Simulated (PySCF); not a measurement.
Compound: C₃H₆F₂S₂Si.
Structure used (PBE0-D3(BJ)/def2-SVP), in Å, numbered top down from 1:
```
atom  x, y, z in Å
F1    -2.0458    1.0146   -1.5275
C2    -1.5843    0.5583   -0.3502
F3    -2.6265   -0.0040    0.3098
C4    -0.5258   -0.5073   -0.5839
C5    -0.0537   -1.1706    0.6973
S6     0.9037   -0.0228    1.7564
Si7    2.0510    0.8060    0.1413
S8     0.8778    0.1650   -1.5516
H9    -1.2104    1.4063    0.2486
H10   -0.9880   -1.2694   -1.2340
H11   -0.9202   -1.4876    1.2972
H12    0.5524   -2.0568    0.4630
H13    2.1307    2.2845    0.3174
H14    3.4353    0.2682    0.0057
```

Computed with PySCF at PBE0/pcSseg-1, non-relativistic, on one gas-phase PBE0-D3(BJ)/def2-SVP geometry that isn't relaxed in the solvent. The solvent is an IEF-PCM continuum (cavity from Bondi-type radii × 1.2). Only the electrostatic response of the medium enters.

```json
{"run": "gas", "E − E(gas) (kcal/mol)": "0.00", "HOMO (eV)": "-7.49", "HOMO–LUMO gap (eV)": "6.85", "dipole (D)": "1.57"}
{"run": "P", "E − E(gas) (kcal/mol)": "-5.27", "HOMO (eV)": "-7.33", "HOMO–LUMO gap (eV)": "6.92", "dipole (D)": "1.89"}
{"run": "Q", "E − E(gas) (kcal/mol)": "-3.77", "HOMO (eV)": "-7.36", "HOMO–LUMO gap (eV)": "6.90", "dipole (D)": "1.80"}
```

Q: The runs were made in chloroform and dimethylsulfoxide. Which run belongs to which solvent?

A: P = dimethylsulfoxide, Q = chloroform. The dielectric constants are 4.711 (chloroform), 46.83 (dimethylsulfoxide), and the energy falls further as ε rises. In this model the ground state sees the solvent through ε alone.

Q: How constant is the ratio of the lowering to (ε − 1)/(2ε + 1)?

A: 
```csv
solvent,(ε − 1)/(2ε + 1),E − E(gas) (kcal/mol),ratio (kcal/mol),polarisation term (kcal/mol)
chloroform,0.356,-3.77,-10.6,-4.09
dimethylsulfoxide,0.484,-5.27,-10.9,-5.92
```

The ratio changes by +2.8 % in size from chloroform to dimethylsulfoxide. The polarisation term is half the interaction of the solute with the induced surface charges.
